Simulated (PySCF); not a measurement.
C2H5FOSi. Atoms are numbered in the order given.

```xyz
10

Si     0.2379    -0.1777    -0.5892
O      1.7391     0.5091    -0.6346
F      0.2639    -1.5218     0.3295
C     -1.0245     0.9323     0.1948
C     -1.7067     0.5694     1.2882
H     -0.0581    -0.5778    -1.9827
H      2.0423     0.9410     0.1697
H     -1.2183     1.9210    -0.2421
H     -2.4474     1.2250     1.7599
H     -1.5499    -0.4081     1.7572
```
Charge 0, spin multiplicity 1.

Coordinates come from a PBE0-D3(BJ)/def2-SVP optimisation. This is a generated structure with no PubChem entry under its InChIKey; it may be hypothetical. The values are those of a single conformer.

Computed with PBE/pcSseg-1 run with PySCF.

GIAO shieldings, no solvent; atoms alike by connectivity are averaged. δ = σ(ref) − σ: ²⁹Si against TMS (σ = 335.4 ppm); ¹⁷O against H2O (σ = 334.3 ppm); ¹⁹F against CFCl3 (σ = 133.6 ppm); ¹³C against TMS (σ = 182.0 ppm); ¹H against TMS (σ = 31.49 ppm), references at their B3LYP-D3(BJ)/def2-TZVP geometries, non-relativistic.

```json
[
 {"nucleus": "²⁹Si", "atoms": "Si1", "count": "1", "δ (ppm)": "-21.0"},
 {"nucleus": "¹⁷O", "atoms": "O2", "count": "1", "δ (ppm)": "77.3"},
 {"nucleus": "¹⁹F", "atoms": "F3", "count": "1", "δ (ppm)": "-189.9"},
 {"nucleus": "¹³C", "atoms": "C5", "count": "1", "δ (ppm)": "148.0"},
 {"nucleus": "¹³C", "atoms": "C4", "count": "1", "δ (ppm)": "140.7"},
 {"nucleus": "¹H", "atoms": "H9, H10", "count": "2", "δ (ppm)": "6.70"},
 {"nucleus": "¹H", "atoms": "H8", "count": "1", "δ (ppm)": "6.35"},
 {"nucleus": "¹H", "atoms": "H6", "count": "1", "δ (ppm)": "5.27"},
 {"nucleus": "¹H", "atoms": "H7", "count": "1", "δ (ppm)": "2.29"}
]
```
